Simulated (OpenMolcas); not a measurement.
**Ag⁷⁺: effect of the basis set**

* Program: OpenMolcas
* Method: MS-RASPT2, IPEA 0.25 Eh, imaginary shift 0.1 Eh (closed shells correlated: 4s)
* Active space: 10 electrons in 8 orbitals (RAS1 4p, at most 2 holes; RAS2 4d)
* State averaging: 2S+1 = 5 even, 5 roots; 2S+1 = 3 even, 45 roots; 2S+1 = 1 even, 49 roots
* Spin-orbit coupling: state interaction with AMFI integrals over the reference wave functions, term energies averaged over their components

A. ANO-R2 [7s5p4d2f1g], X2C, finite nucleus; CASPT2 step about 60 core-seconds
B. ANO-RCC-VTZP [7s6p4d2f1g], DKH2, point nucleus; CASPT2 step of the order of 80 core-seconds
C. ANO-RCC-VQZP [8s7p5d3f2g1h], DKH2, point nucleus; CASPT2 step roughly 2.4 core-minutes

Energies in cm⁻¹ above 4d⁴ ⁵D₀, the measured ground level; measured values from Atoms 5, 11 (2017), spectra Ag VII to Ag IX.

| Level | A | B | C | Measured |
| --- | --- | --- | --- | --- |
| 4d⁴ ⁵D₀ | 0.0 | 0.0 | 0.0 | 0.0 |
| 4d⁴ ⁵D₁ | 1256 | 1272 | 1214 | 1340 |
| 4d⁴ ⁵D₂ | 3080 | 3110 | 2990 | 3212 |
| 4d⁴ ⁵D₃ | 5130 | 5180 | 5000 | 5292 |
| 4d⁴ ⁵D₄ | 7290 | 7350 | 7120 | 7443 |
| 4d⁴ ³P₀(1) | 22170 | 22140 | 22180 | 21309 |
| 4d⁴ ³H₄ [70 %] | 24110 | 24360 | 24190 | 23302 |
| 4d⁴ ³H₅ | 26940 | 27230 | 26940 | 26250 |
| 4d⁴ ³P₁(1) | 27250 | 27260 | 27180 | 26526 |
| 4d⁴ ³G₃ [52 %] | 27890 | 28130 | 27990 |  |
| 4d⁴ ³H₆ | 28820 | 29130 | 28790 | 28185 |
| 4d⁴ ³F₂(1) | 28930 | 29090 | 28940 | 28051 |
| 4d⁴ ³F₄(1) [53 %] | 30290 | 30540 | 30270 |  |
| 4d⁴ ³P₂(1) | 33010 | 33130 | 32950 | 32134 |
| 4d⁴ ³G₄ [59 %] | 33770 | 34060 | 33810 | 32698 |
| 4d⁴ ³F₃(1) [52 %] | 33770 | 34060 | 33760 |  |
| 4d⁴ ³G₅ | 35920 | 36280 | 35920 | 35077 |
| 4d⁴ ³D₃ | 38280 | 38710 | 38590 | 36879 |
| 4d⁴ ³D₂ [67 %] | 39570 | 39900 | 39730 | 38402 |
| 4d⁴ ¹I₆ | 40430 | 40920 | 40510 | 39744 |
| 4d⁴ ³D₁ | 40470 | 40880 | 40690 | 39191 |
| 4d⁴ ¹G₄(1) [72 %] | 44280 | 44530 | 44140 | 43104 |
| 4d⁴ ¹S₀ | 46950 | 47080 | 46950 |  |
| 4d⁴ ¹D₂(1) | 49990 | 50300 | 50120 |  |

Deviations, from unrounded energies. A percentage is the sum of absolute deviations over the sum of measured energies, with the sign that they share, or ± where signs differ.

```tsv
Against measurement	Levels	A	B	C
mean absolute deviation (cm-1)	18	760	950	820
fine structure of the ground term (%)	4	-3.1	-2.2	-5.6
other terms of the ground configuration (%)	14	+2.9	+3.7	+3.0
```

A lies closest to measurement on these levels and B furthest from it. The largest miss of A in the table is 4d⁴ ³D₃, by +1400 cm-1. The ranking rests on the paired levels alone, and a cruder setting can come out closer through cancelling errors.

The two smallest mean deviations differ by little beside CASPT2's spread within terms, so their order carries little weight.

Among A to C the level of the table that moves most is 4d⁴ ¹I₆, by 490 cm-1 (lowest in A, highest in B). Moves below CASPT2's spread within the term are not significant.

CASPT2 does not keep the components of a term degenerate, so their means are used; among the terms shown or strongly mixed into the levels shown the widest spread is 1600 cm-1 (4d⁴ ¹I, A). Active for correlation alone: 4p; no level in the range computed is led by a configuration that opens it, so any true level of that kind is missing. The CASPT2 spread within a term exceeds the gap to the next term for 4d⁴ ³D and 4d⁴ ¹I, 4d⁴ ¹I and 4d⁴ ¹G(1), so the order of their levels is uncertain (figures for A; the like holds for B, C). Computed and measured levels are paired by configuration, term and J; levels that our copy of the source lacks, or whose pairing is in doubt (as where it misses far off the trend of its configuration), stay unpaired and out of the deviations. Levels of configurations outside the active space are missing. Levels that lie high or do not pair safely by name in every column are left out.

A share in square brackets marks a mixed level and gives the weight of the term that names it, the lowest over the columns. A number in round brackets counts repeated terms of one configuration in the order of the reference energies.
